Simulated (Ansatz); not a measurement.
A made-up structure of MgSiClO (charge +1), closed shell:

```
atom    x (Å)    y (Å)    z (Å)
 Cl1  -2.5474  -0.0570   1.0887
 Si2   1.8062   0.2563  -1.0615
  O3   0.8464  -0.5022   0.3376
 Mg4  -0.4757   0.2483  -0.1442
```

It is relaxed with PBE-D4/def2-SVP and then PBE0-D4/def2-TZVP (Ansatz 0.2.0). Atoms count as bonded within 1.22 times the sum of their covalent radii (H–H: 0.88 Å). The end point is not checked to be a true minimum.

Task: Does its bonding change? (A judgement: the text doesn't fix the answer.)

Result: By the calculation: Yes. Formed: none; broken: Si2–Mg4.

Where it ends: The first stage lowers the energy by 4.60 eV in 8 steps. It ends as MgSiClO ([Si][O][Mg][Cl]), total charge +1:
```
4
angstrom
Cl -2.8249 -0.0029 1.1262
Si 2.3622 -0.0199 -0.9118
O 0.9319 -0.0182 -0.3458
Mg -0.8399 -0.0136 0.3519
```

Labels in which every atom is bracketed show which atoms are joined, not bond orders.

For scale, one of the runs: PBE0-D4/def2-TZVP relaxation, 137 basis functions, launched by `ansatz run in.yaml --threads 2 --pin off --events-out ev --progress --plain --max-ram 4352MiB`. The run took about 15 s on 2 CPU threads of an Arm Neoverse V1 (shared host).
